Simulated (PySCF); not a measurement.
## Telling isomers of C6H11P apart by NMR

[PySCF: NMR shieldings at PBE0/pcSseg-1/GIAO; structure optimised with GFN2-xTB; non-relativistic; no solvent; one computed conformer; fast rotation and ring inversion assumed for equivalent nuclei]

Shifts are taken against calculated references (same method and geometry level): TMS for 1H and 13C. Splittings of carbon signals by F and P are missing where no couplings were computed. Where no couplings were computed, multiplicities follow the n + 1 count of equivalent neighbours, and m marks all less simple cases (inequivalent or close neighbours, rings, F or P nearby). Shifts are as computed. Against solution values, carbons near 30 ppm lie about +3 ppm off and those near 130 ppm about +5 ppm. Of 1211 compounds with measured shifts, 218 miss one by over three times the rms of a fit or turn the order of signals round; such compounds aren't used in these exercises.

(1) Tabulate the signals of `C=CP(C)C(=C)C`, `CCC(C)(C)C#P` and their relative energies.

(2) What is the quickest way to tell C=CP(C)C(=C)C from CCC(C)(C)C#P?

Results:

(1) 
| SMILES | carbon types | δC | δH | E rel. (kcal/mol) |
| --- | --- | --- | --- | --- |
| C=CP(C)C(=C)C | 1×C 1×CH 2×CH2 2×CH3 | 159.2, 152.9, 139.0, 121.2, 26.6, 14.6 | 6.32 (m, 1H), 6.24 (m, 1H), 6.21 (m, 1H), 5.70 (m, 1H), 5.17 (m, 1H), 2.00 (m, 3H), 1.29 (m, 3H) | 5.5 |
| CCC(C)(C)C#P | 2×C 1×CH2 3×CH3 | 198.4, 41.2, 40.3, 32.6, 12.2 | 1.47 (m, 2H), 1.35 (s, 6H), 1.33 (m, 3H) | 0.0 |

Energies are electronic energies at PBE0/pcSseg-1 on these geometries, without zero-point or thermal terms, each for the one conformer computed, which needn't be the lowest.

(2) Count the carbon signals: 6 against 5. The first has an alkene CH at 152.9 ppm, the second a quaternary sp3 carbon (C) at 41.2 ppm. Their most deshielded carbons lie at 159.2 and 198.4 ppm. In the proton spectra the most deshielded non-exchanging signals are 6.32 (m, 1H) and 1.47 (m, 2H).
